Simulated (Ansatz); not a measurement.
Level of theory: Ansatz (a program for electronic structure) with PBE0-D3(BJ)/def2-SVP. No frequencies were computed at this level.

Ansatz 0.2 input:
```yaml
crystal:
  periodic: [false, false, false]
  atoms:
    - { symbol: B, position_ang: [-3.075557, 0.754995, -0.060915] }
    - { symbol: C, position_ang: [-1.922374, -0.230957, -0.00881] }
    - { symbol: C, position_ang: [-2.059791, -1.638888, 0.050749] }
    - { symbol: C, position_ang: [-0.826969, -2.259342, 0.090308] }
    - { symbol: C, position_ang: [0.17369, -1.277434, 0.057818] }
    - { symbol: C, position_ang: [1.535753, -1.517856, 0.08268] }
    - { symbol: C, position_ang: [2.575783, -0.600451, 0.052977] }
    - { symbol: C, position_ang: [2.516262, 0.779845, -0.009647] }
    - { symbol: C, position_ang: [1.406287, 1.622781, -0.058945] }
    - { symbol: O, position_ang: [1.732879, 2.946308, -0.115631] }
    - { symbol: C, position_ang: [0.055807, 1.273676, -0.05627] }
    - { symbol: C, position_ang: [-0.522593, 0.024544, -0.006288] }
    - { symbol: H, position_ang: [-4.176587, 0.352762, -0.052969] }
    - { symbol: H, position_ang: [-2.902462, 1.914974, -0.108113] }
    - { symbol: H, position_ang: [-3.008421, -2.147211, 0.063006] }
    - { symbol: H, position_ang: [-0.647651, -3.318348, 0.138544] }
    - { symbol: H, position_ang: [1.821908, -2.562814, 0.132078] }
    - { symbol: H, position_ang: [3.574087, -1.018682, 0.082284] }
    - { symbol: H, position_ang: [3.459605, 1.31104, -0.024053] }
    - { symbol: H, position_ang: [0.935131, 3.489161, -0.148496] }
    - { symbol: H, position_ang: [-0.644788, 2.101897, -0.100303] }
basis:
  gaussian: { orbitals: def2-svp }
hamiltonian:
  xc: pbe0
  dispersion: d3bj
relax:
  max_steps: 150
```

Output:

```
Functional definition: PBE0
2481 factors; integrals over basis functions are off by at most 4.3e-4 eV
mean field evaluation 1: about -13203.5293 eV, gradient 6.0e1 eV
mean field evaluation 2: about -13200.0893 eV, gradient 7.1e1 eV
mean field evaluation 4: about -13213.1735 eV, gradient 5.2e0 eV
mean field evaluation 8: about -13213.3521 eV, gradient 8.0e-1 eV
mean field evaluation 16: about -13213.3538 eV, gradient 3.4e-4 eV
mean field -13213.35383163 eV, -485.5817969796 hartree, gradient 6.9e-5 eV, S^2 0.000000; 0 other end points of the search recorded, 0 dependent functions left out
reference -13213.35386629 eV, -485.5817982534 hartree; 41, 41 occupied and 172, 172 virtual orbitals, 2481 factors
relax step   1: F+E_penalty+E_count = -13213.95237821 eV  Δ(F+E_penalty+E_count) = +0.000e0 eV  max|allowed force component| = 1.006e0 eV/Å  Δτ_max = 0.0000 Å  (31 SCF iters, accepted)
these checks for a lower state are left out or cut short: starts, cluster_reference, orbital_swaps, neighbouring_geometries, increment
2481 factors; integrals over basis functions are off by at most 4.7e-4 eV
mean field -13213.43027717 eV, -485.5846063013 hartree, gradient 1.8e-5 eV, S^2 0.000000; 0 other end points of the search recorded, 0 dependent functions left out
reference -13213.43031204 eV, -485.5846075828 hartree; 41, 41 occupied and 172, 172 virtual orbitals, 2481 factors
relax step   2: F+E_penalty+E_count = -13214.02776707 eV  Δ(F+E_penalty+E_count) = -7.539e-2 eV  max|allowed force component| = 3.937e-1 eV/Å  Δτ_max = 0.0436 Å  (36 SCF iters, accepted)
these checks for a lower state are left out or cut short: starts, cluster_reference, orbital_swaps, neighbouring_geometries, increment
2481 factors; integrals over basis functions are off by at most 4.9e-4 eV
mean field evaluation 32: about -13213.4392 eV, gradient 1.9e-5 eV
mean field -13213.43915744 eV, -485.5849326452 hartree, gradient 1.8e-5 eV, S^2 0.000000; 0 other end points of the search recorded, 0 dependent functions left out
reference -13213.43919236 eV, -485.5849339284 hartree; 41, 41 occupied and 172, 172 virtual orbitals, 2481 factors
relax step   3: F+E_penalty+E_count = -13214.03637312 eV  Δ(F+E_penalty+E_count) = -8.606e-3 eV  max|allowed force component| = 8.163e-2 eV/Å  Δτ_max = 0.0242 Å  (36 SCF iters, accepted)
these checks for a lower state are left out or cut short: starts, cluster_reference, orbital_swaps, neighbouring_geometries, increment
2481 factors; integrals over basis functions are off by at most 4.9e-4 eV
mean field -13213.43939818 eV, -485.5849414923 hartree, gradient 2.4e-5 eV, S^2 0.000000; 0 other end points of the search recorded, 0 dependent functions left out
reference -13213.43943308 eV, -485.5849427747 hartree; 41, 41 occupied and 172, 172 virtual orbitals, 2481 factors
relax step   4: F+E_penalty+E_count = -13214.03669196 eV  Δ(F+E_penalty+E_count) = -3.188e-4 eV  max|allowed force component| = 3.217e-2 eV/Å  Δτ_max = 0.0080 Å  (29 SCF iters, accepted)
these checks for a lower state are left out or cut short: starts, cluster_reference, orbital_swaps, neighbouring_geometries, increment
2481 factors; integrals over basis functions are off by at most 4.9e-4 eV
mean field -13213.43945929 eV, -485.5849437379 hartree, gradient 1.4e-5 eV, S^2 0.000000; 0 other end points of the search recorded, 0 dependent functions left out
reference -13213.43949417 eV, -485.5849450196 hartree; 41, 41 occupied and 172, 172 virtual orbitals, 2481 factors
relax step   5: F+E_penalty+E_count = -13214.03682667 eV  Δ(F+E_penalty+E_count) = -1.347e-4 eV  max|allowed force component| = 4.810e-3 eV/Å  Δτ_max = 0.0065 Å  (30 SCF iters, accepted)
2481 factors; integrals over basis functions are off by at most 4.9e-4 eV
mean field evaluation 64: about -13213.4395 eV, gradient 6.5e-5 eV
mean field -13213.43945929 eV, -485.5849437379 hartree, gradient 1.4e-5 eV, S^2 0.000000; 1 other end points of the search recorded, 0 dependent functions left out
reference -13213.43949417 eV, -485.5849450196 hartree; 41, 41 occupied and 172, 172 virtual orbitals, 2481 factors
Total energy: -13214.03686155 eV, -485.6068978660 hartree
Atom 0 at    -3.055791     0.768403    -0.062942 Å, force     0.004810    -0.002450    -0.000007 eV/Å
Atom 1 at    -1.933283    -0.239153    -0.008055 Å, force    -0.000730    -0.000999    -0.000248 eV/Å
Atom 2 at    -2.072235    -1.655185     0.052860 Å, force    -0.000616     0.001861     0.000707 eV/Å
Atom 3 at    -0.835341    -2.287075     0.092589 Å, force     0.003542    -0.001268    -0.000351 eV/Å
Atom 4 at     0.170831    -1.295742     0.058620 Å, force    -0.003990     0.000607     0.000979 eV/Å
Atom 5 at     1.544586    -1.524545     0.082277 Å, force     0.001940     0.000257     0.000063 eV/Å
Atom 6 at     2.580022    -0.591011     0.051286 Å, force     0.000902    -0.004135    -0.000156 eV/Å
Atom 7 at     2.524197     0.797419    -0.010796 Å, force    -0.001147     0.003291    -0.000009 eV/Å
Atom 8 at     1.408217     1.641177    -0.059109 Å, force     0.003014     0.000096     0.000414 eV/Å
Atom 9 at     1.715132     2.954489    -0.114377 Å, force    -0.002775     0.002020    -0.000293 eV/Å
Atom 10 at     0.055431     1.268135    -0.055559 Å, force    -0.002400    -0.000715    -0.000428 eV/Å
Atom 11 at    -0.520225     0.010866    -0.005542 Å, force     0.003526    -0.000323    -0.000379 eV/Å
Atom 12 at    -4.208818     0.396723    -0.057594 Å, force    -0.000550     0.003779    -0.000132 eV/Å
Atom 13 at    -2.841240     1.963167    -0.113309 Å, force    -0.004250     0.000588    -0.000108 eV/Å
Atom 14 at    -3.037694    -2.165039     0.066121 Å, force    -0.000172    -0.000006    -0.000221 eV/Å
Atom 15 at    -0.649431    -3.359762     0.141665 Å, force     0.000173    -0.000489    -0.000039 eV/Å
Atom 16 at     1.848100    -2.575126     0.131735 Å, force    -0.000743    -0.000463    -0.000129 eV/Å
Atom 17 at     3.590536    -1.008561     0.079794 Å, force    -0.001754    -0.000907    -0.000032 eV/Å
Atom 18 at     3.478151     1.331679    -0.025098 Å, force    -0.001303     0.001424    -0.000105 eV/Å
Atom 19 at     0.905436     3.475919    -0.145555 Å, force     0.000820    -0.001685     0.000207 eV/Å
Atom 20 at    -0.666582     2.093222    -0.099008 Å, force     0.001703    -0.000483     0.000268 eV/Å
Dipole moment:     0.606066     0.020953     0.004789 e Å
```

Cost: roughly 2.8 core-minutes.
